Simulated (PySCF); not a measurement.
Constitutional and geometric isomers with formula C3H5N. Isolated molecules, 0 K electronic values unless said otherwise. One relaxed conformer stands for each flexible species; it need not be the lowest. Strings in code marks are SMILES.

The numbers are results of PBE-D3(BJ)/def2-TZVP // B3LYP-D3(BJ)/def2-TZVP in PySCF, not measurements. Excitations are Tamm–Dancoff values on a coarser integration grid. The basis has no diffuse functions, so Rydberg states are missing or too high.

A: `N=C1CC1`
B: `NC1=CC1`
C: `NC1C=C1`
D: `CCC#N`
E: `CC#CN`
F: `C=CN=C` (C–C–N–C torsion 180°)

Pick the species with the highest HOMO–LUMO gap.

D (7.53 eV); next is E (4.95 eV).
